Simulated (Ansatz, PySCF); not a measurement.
Process, species as SMILES: C1=CC1 + 4 [H][H] (H2) -> 3 C (CH4)
Structures are relaxed separately at B3LYP-D3(BJ)/def2-TZVP in Ansatz (an electronic-structure program).
Geometry of the first species:
```
C
H 1 1.0889
H 1 1.0889 2 113.66
C 1 1.5050 2 119.64 3 150.54
C 4 1.2868 1 64.69 2 105.61
H 5 1.0750 4 149.73 1 180.00
H 4 1.0750 5 149.73 6 0.00
```

Quantity: energy of full hydrogenation (0 K, with B3LYP-D3(BJ) harmonic zero-point energies from PySCF), in kcal/mol. Valence correlation only, unless marked. No spin-orbit coupling. No relativistic terms. CBS(X,Y): correlation extrapolated as X^-3; Hartree-Fock from the larger set. [CCSD(T)-MP2]/basis is that difference in the basis named.

RI-MP2/CBS(aug-cc-pVTZ,aug-cc-pVQZ)+[CCSD(T)-MP2]/aug-cc-pVTZ (Ansatz) gives -117.6 kcal/mol.

Task: Another calculation gave -119.0 kcal/mol. Which level was it?
A) HF/def2-TZVPD (PySCF)
B) B97M-V/def2-TZVPD (Ansatz)
C) M06-2X/def2-TZVPD (PySCF)
D) r2SCAN/def2-TZVPD (Ansatz)

Result: D, r2SCAN/def2-TZVPD (Ansatz). The others give -122.2 (B97M-V), -112.3 (M06-2X), -127.6 (HF) kcal/mol.
